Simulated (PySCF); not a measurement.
# Assignment exercise: C$_{5}$H$_{4}$F$_{4}$O

Numbering as in the mapped SMILES `[CH2:1]=[C:2]([O:3]/[CH:4]=[CH:5]\[F:6])[C:7]([F:8])([F:9])[F:10]`. Each H is labelled by its parent atom. Ha(C1) is cis to O3; Hb(C1) is trans to O3.

No solvent, no relativistic terms, single conformer, equivalent nuclei averaged. PBE0/pcSseg-1 with gauge-including orbitals; geometry from GFN2-xTB; PySCF 2.14.0 with density-fitted response routines.

δ = σ(ref) − σ, references computed at the same level: TMS for 13C (σref 186.93), 1H (σref 31.72).

Question: Assign these signals to the numbered atoms. 13C{1H} NMR (computed): δ 154.8, 143.0, 131.3, 129.0, 104.7.

Answer: 
| δ (ppm) | atoms | environment | reason |
| --- | --- | --- | --- |
| 154.8 | C2 | alkene carbon bearing oxygen | an sp2 carbon further deshielded by the attached heteroatom |
| 143.0 | C5 | β carbon of an enol-ether or enamine type C=C | – |
| 131.3 | C4 | alkene carbon bearing oxygen | as expected for a trigonal carbon in a double bond |
| 129.0 | C7 | CF3 carbon | 3 electronegative neighbours deshield it |
| 104.7 | C1 | β carbon of an enol-ether or enamine type C=C | the O or N lone pair pushes π density onto this β carbon and shields it |

Question: Assign these signals to the numbered atoms. 1H NMR (400 MHz, computed): δ 6.41 (m, 1H), 5.98 (m, 1H), 5.81 (m, 1H), 5.03 (m, 1H).

Answer: 
| δ (ppm) | atoms | environment | reason |
| --- | --- | --- | --- |
| 6.41 | H(C5) | hydrogen on a β carbon of an enol-ether or enamine type C=C | olefinic region |
| 5.98 | H(C4) | hydrogen on an alkene carbon bearing oxygen | olefinic region |
| 5.81 | Hb(C1) | hydrogen on a β carbon of an enol-ether or enamine type C=C | a vinylic proton, deshielded by the sp2 carbon and the C=C anisotropy |
| 5.03 | Ha(C1) | hydrogen on a β carbon of an enol-ether or enamine type C=C | – |

Splittings by 19F in the carbon and heteronuclear signals aren't shown, as no couplings were computed. Shifts are as computed. Against solution values, carbons near 30 ppm lie about +3 ppm off and those near 130 ppm about +5 ppm. Of 1211 compounds with measured shifts, 218 miss one by over three times the rms of a fit or turn the order of signals round; such compounds aren't used in these exercises. Multiplicities follow the n + 1 count of equivalent neighbours, as no J values were calculated; m marks all less simple cases, F and P coupling included.
